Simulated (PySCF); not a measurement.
Which level of theory gave which numbers?

Species: C5H6F2.
SMILES: `FC1(F)C=C[C@@H]1C`

The closed-shell ground state was solved 5 times with PySCF (density fitting, gas phase), always in the pcSseg-1 basis (149 functions), with these functionals: B97-2, BLYP, CAM-B3LYP, HF and LC-wPBE. Isolated species at its PBE0-D3(BJ)/def2-SVP geometry, gas phase.

```
row  total energy (Eh)  HOMO (eV)  LUMO (eV)  dipole (D)
  P          -393.6113      -7.86      -0.55        2.40
  Q          -393.5089     -10.86       1.89        2.45
  R          -393.5874      -9.45       0.71        2.45
  S          -391.5995     -10.62       3.50        2.80
  T          -393.6339      -6.74      -1.37        2.19
```

Question: Which functional belongs to which row?

Answer: P = B97-2, Q = LC-wPBE, R = CAM-B3LYP, S = HF, T = BLYP. By rising HOMO–LUMO gap: BLYP (GGA) 5.37 eV; B97-2 (global hybrid, 21 % exact exchange) 7.31 eV; CAM-B3LYP (range-separated hybrid) 10.16 eV; LC-wPBE (range-separated hybrid) 12.75 eV; HF (all exact exchange) 14.12 eV. Total energies of different functionals aren't bounds to one another; each is stationary for its own functional.
